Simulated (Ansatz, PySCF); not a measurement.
Potential energy surface of O2Si, singlet: symmetric bend, bond length relaxed. Scanned: O-Si-O angle. Other coordinates (Si-O bond length) were minimised at PBE0/def2-TZVP.

PBE/def2-TZVP, density fitting (PySCF); B3LYP/def2-TZVP, density fitting (PySCF); CCSD(T)/aug-cc-pVQZ = CCSD(T) on RHF/aug-cc-pVQZ, frozen core (Ansatz, a first-principles code).

Energies relative to the lowest point of each profile, in eV; the last columns give the difference from CCSD(T):

| a / ° | PBE | B3LYP | CCSD(T)/aug-cc-pVQZ | PBE − CCSD(T)/aug-cc-pVQZ | B3LYP − CCSD(T)/aug-cc-pVQZ |
|---|---|---|---|---|---|
| 180 | 0.000 | 0.000 | 0.000 | 0.000 | 0.000 |
| 167 | 0.062 | 0.069 | 0.068 | -0.006 | 0.001 |
| 157 | 0.195 | 0.215 | 0.214 | -0.019 | 0.001 |
| 147 | 0.406 | 0.447 | 0.443 | -0.038 | 0.003 |
| 137 | 0.700 | 0.768 | 0.761 | -0.061 | 0.008 |
| 127 | 1.090 | 1.191 | 1.174 | -0.084 | 0.018 |
| 117 | 1.595 | 1.735 | 1.697 | -0.103 | 0.038 |
| 107 | 2.250 | 2.435 | 2.358 | -0.108 | 0.077 |
| 97 | — | — | 3.200 | — | — |

PBE is furthest from CCSD(T)/aug-cc-pVQZ at 107 (-0.108 eV, below); its mean absolute difference over the points is 0.052 eV.

B3LYP is furthest from CCSD(T)/aug-cc-pVQZ at 107 (0.077 eV, above); its mean absolute difference over the points is 0.018 eV.

A dash means that the run gave no value there, or that the column was ended at a point which the program doubted or which failed a test of continuity chosen for this set; such a test can also cut sound points.
